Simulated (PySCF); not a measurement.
## UHF on Tm³⁺ (thulium, charge +3)

Configuration: [Xe] 4f12, one real determinant. Calculation: PySCF 2.14, in ANO-RCC-VTZP (8s7p5d3f2g1h, 104 functions); the spin-free X2C one-electron Hamiltonian (Gaussian nucleus).

```
Total energy                                                  : -13560.450773 hartree
One-electron energy                                           : -18537.4006 hartree
Hartree (Coulomb) energy                                      : 5261.3825 hartree
Exchange energy                                               : -284.4327 hartree
⟨S²⟩                                                          : 2.0019
⟨L²⟩                                                          : 24.023
Sum of ⟨r⟩                                                    : 34.05 bohr
Sum of ⟨r²⟩                                                   : 32.63 bohr²
Traceless quadrupole moment −½Σ⟨3z² − r²⟩ along its main axis : 0.154 e·bohr²
Langevin diamagnetic susceptibility                           : -25.8 ×10⁻⁶ cm³/mol
```

```json
{"shell": "1s α", "electrons": "1", "mean orbital energy (eV)": "-59711.6", "spread (eV)": "0", "rms radius, mean of both spins (bohr)": "0.0227"}
{"shell": "1s β", "electrons": "1", "mean orbital energy (eV)": "-59711.5", "spread (eV)": "0", "rms radius, mean of both spins (bohr)": "0.0227"}
{"shell": "2s α", "electrons": "1", "mean orbital energy (eV)": "-10233.1", "spread (eV)": "0", "rms radius, mean of both spins (bohr)": "0.0918"}
{"shell": "2s β", "electrons": "1", "mean orbital energy (eV)": "-10233.0", "spread (eV)": "0", "rms radius, mean of both spins (bohr)": "0.0918"}
{"shell": "2p α", "electrons": "3", "mean orbital energy (eV)": "-9055.1", "spread (eV)": "0.302", "rms radius, mean of both spins (bohr)": "0.0829"}
{"shell": "2p β", "electrons": "3", "mean orbital energy (eV)": "-9055.0", "spread (eV)": "0.272", "rms radius, mean of both spins (bohr)": "0.0829"}
{"shell": "3s α", "electrons": "1", "mean orbital energy (eV)": "-2383.4", "spread (eV)": "0", "rms radius, mean of both spins (bohr)": "0.235"}
{"shell": "3s β", "electrons": "1", "mean orbital energy (eV)": "-2381.7", "spread (eV)": "0", "rms radius, mean of both spins (bohr)": "0.235"}
{"shell": "3p α", "electrons": "3", "mean orbital energy (eV)": "-2018.4", "spread (eV)": "1.718", "rms radius, mean of both spins (bohr)": "0.236"}
{"shell": "3p β", "electrons": "3", "mean orbital energy (eV)": "-2016.5", "spread (eV)": "0.840", "rms radius, mean of both spins (bohr)": "0.236"}
{"shell": "3d α", "electrons": "5", "mean orbital energy (eV)": "-1556.1", "spread (eV)": "1.663", "rms radius, mean of both spins (bohr)": "0.216"}
{"shell": "3d β", "electrons": "5", "mean orbital energy (eV)": "-1554.0", "spread (eV)": "0.878", "rms radius, mean of both spins (bohr)": "0.216"}
{"shell": "4s α", "electrons": "1", "mean orbital energy (eV)": "-526.39", "spread (eV)": "0", "rms radius, mean of both spins (bohr)": "0.529"}
{"shell": "4s β", "electrons": "1", "mean orbital energy (eV)": "-522.28", "spread (eV)": "0", "rms radius, mean of both spins (bohr)": "0.529"}
{"shell": "4p α", "electrons": "3", "mean orbital energy (eV)": "-403.53", "spread (eV)": "2.698", "rms radius, mean of both spins (bohr)": "0.563"}
{"shell": "4p β", "electrons": "3", "mean orbital energy (eV)": "-399.04", "spread (eV)": "0.600", "rms radius, mean of both spins (bohr)": "0.563"}
{"shell": "4d α", "electrons": "5", "mean orbital energy (eV)": "-235.39", "spread (eV)": "3.021", "rms radius, mean of both spins (bohr)": "0.616"}
{"shell": "4d β", "electrons": "5", "mean orbital energy (eV)": "-229.63", "spread (eV)": "2.787", "rms radius, mean of both spins (bohr)": "0.616"}
{"shell": "5s α", "electrons": "1", "mean orbital energy (eV)": "-96.214", "spread (eV)": "0", "rms radius, mean of both spins (bohr)": "1.31"}
{"shell": "5s β", "electrons": "1", "mean orbital energy (eV)": "-94.960", "spread (eV)": "0", "rms radius, mean of both spins (bohr)": "1.31"}
{"shell": "5p α", "electrons": "3", "mean orbital energy (eV)": "-63.587", "spread (eV)": "1.067", "rms radius, mean of both spins (bohr)": "1.52"}
{"shell": "5p β", "electrons": "3", "mean orbital energy (eV)": "-62.670", "spread (eV)": "0.527", "rms radius, mean of both spins (bohr)": "1.52"}
{"shell": "4f α", "electrons": "7", "mean orbital energy (eV)": "-49.260", "spread (eV)": "3.078", "rms radius, mean of both spins (bohr)": "0.826"}
{"shell": "4f β", "electrons": "5", "mean orbital energy (eV)": "-46.653", "spread (eV)": "2.699", "rms radius, mean of both spins (bohr)": "0.826"}
```

⟨L²⟩ = 24.02 against 30 for a pure H term, so this real determinant mixes terms. Spin-orbit coupling, absent here, splits the open shell strongly.

Densities and radii are taken from the X2C orbitals without a picture-change correction, which distorts them close to the nucleus.

Spin-orbit constants ζ (cm⁻¹) from the X2C one-electron operator on these orbitals: bare nucleus, nucleus screened by l(l+1)(2l+1)/3 electrons, and screened by the Breit-Pauli mean field of the electrons.

```json
{"shell": "2p", "bare": "5040000", "screened nucleus": "4894000", "mean field": "n/a"}
{"shell": "3p", "bare": "1075000", "screened nucleus": "1044000", "mean field": "n/a"}
{"shell": "3d", "bare": "167700", "screened nucleus": "143400", "mean field": "n/a"}
{"shell": "4p", "bare": "238500", "screened nucleus": "231600", "mean field": "n/a"}
{"shell": "4d", "bare": "31560", "screened nucleus": "26990", "mean field": "n/a"}
{"shell": "4f", "bare": "4959", "screened nucleus": "2946", "mean field": "n/a"}
{"shell": "5p", "bare": "30910", "screened nucleus": "30010", "mean field": "n/a"}
```

To first order the Landé constant is A = -1473 cm⁻¹, so the lowest level has J = 6 and lies 0.913 eV below the centre of the term. This holds in LS coupling only.
